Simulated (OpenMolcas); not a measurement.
**Ni⁶⁺: the spin-orbit constant, worked from levels**

- Program: OpenMolcas
- Basis: ANO-R2 [6s5p4d2f1g]
- Scalar Hamiltonian: X2C, finite nucleus
- Active space: 4 electrons in 5 orbitals (3d)
- State averaging: 2S+1 = 5 even, 5 roots; 2S+1 = 3 even, 45 roots (30 in the spin-orbit step); 2S+1 = 1 even, 50 roots (13 in the spin-orbit step)
- Spin-orbit coupling: RASSI with atomic mean-field integrals over the reference wave functions, term energies averaged over their components

Methods: CASSCF; SS-CASPT2, IPEA 0.25 Eh, imaginary shift 0.1 Eh (closed shells correlated: 3s 3p). Measured levels: Corliss and Sugar, J. Phys. Chem. Ref. Data 10, 197 (1981).

**The spin-orbit constant.** For the Hund term 5D of d4, E(J) = (A/2) J(J+1) + constant and ζ = 2S·A = 4A. From J = 0 to J = 4 the energy changes by 10 A.

| Source | E(4) - E(0) | A | ζ |
| --- | --- | --- | --- |
| CASSCF | 2486.0 | 248.6 | 994 |
| SS-CASPT2 | 2495.7 | 249.6 | 998 |
| measured | 2392.0 | 239.2 | 957 |

All in cm-1. SS-CASPT2 is off by +4.3 % and CASSCF by +3.9 %. Both methods take the spin-orbit matrix elements from the reference wave functions, so the second can move ζ only through the term energies and any multistate remixing. Second-order mixing with other terms is absorbed into this ζ.

CASPT2 does not keep the components of a term degenerate, so their means are used; among the terms shown or strongly mixed into the levels shown the widest spread is 25 cm-1 (3d4 5D, SS-CASPT2). Some high roots are left out of the spin-orbit mixing, which shifts the levels that they would mix with. Without dynamic correlation excited terms often stand tens of per cent too high (terms of higher spin than the ground term too low), and those without a measured partner can miss by more than the paired ones (holds for CASSCF). Measured partners are found by configuration, term and J. A level has none where our copy of the source lacks it or the pairing is in doubt (some pairs that miss far off the trend of their configuration count as doubtful), and it then counts in no deviation. Only configurations of the active space appear.
